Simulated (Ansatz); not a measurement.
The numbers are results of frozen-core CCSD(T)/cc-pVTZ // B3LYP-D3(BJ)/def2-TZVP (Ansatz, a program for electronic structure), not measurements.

Ansatz 0.2 input:
```yaml
crystal:
  periodic: [false, false, false]
  atoms:
    - { symbol: Cl, position_ang: [2.109424, -0.250464, 0.00194] }
    - { symbol: Ga, position_ang: [-0.003461, -0.002867, 0.000022] }
    - { symbol: Cl, position_ang: [-0.845442, 1.950755, -0.01124] }
    - { symbol: Cl, position_ang: [-1.274528, -1.708791, 0.011148] }
basis:
  gaussian: { orbitals: cc-pVTZ }
correlation:
  method: ccsd_t
```

Output:

```
Functional definition: HF
895 factors; integrals over basis functions are off by at most 1.2e-3 eV
mean field evaluation 1: about -89851.3666 eV, gradient 2.1e1 eV
mean field evaluation 2: about -89851.5041 eV, gradient 2.2e1 eV
mean field evaluation 4: about -89852.8618 eV, gradient 1.7e0 eV
mean field evaluation 8: about -89852.8833 eV, gradient 1.5e-1 eV
mean field evaluation 16: about -89852.3376 eV, gradient 1.2e1 eV
mean field -89852.88342982 eV, -3302.0325615740 hartree, gradient 8.9e-6 eV, S^2 0.000000; 0 other end points of the search recorded, 0 dependent functions left out
24 core orbitals not correlated
reference -89852.88342982 eV, -3302.0325615740 hartree; 17, 17 occupied and 104, 104 virtual orbitals, 895 factors
second order -19.10544858 eV of doubles, -0.00000000 eV of singles
cycle   1  -19.77420865 eV  change   -6.7e-1 eV  update   9.1e-2
cycle   2  -20.22560566 eV  change   -4.5e-1 eV  update   2.5e-2
cycle   3  -20.30088023 eV  change   -7.5e-2 eV  update   1.2e-2
cycle   4  -20.29144244 eV  change    9.4e-3 eV  update   2.8e-3
cycle   5  -20.29051633 eV  change    9.3e-4 eV  update   9.8e-4
cycle   6  -20.29039953 eV  change    1.2e-4 eV  update   2.6e-4
cycle   7  -20.29035972 eV  change    4.0e-5 eV  update   8.0e-5
cycle   8  -20.29038662 eV  change   -2.7e-5 eV  update   2.3e-5
perturbative correction -0.92551369 eV, -0.0340120008 hartree
Total energy: -89874.09933013 eV, -3302.8122315297 hartree
```

Cost: about 40 core-seconds (a rough figure).
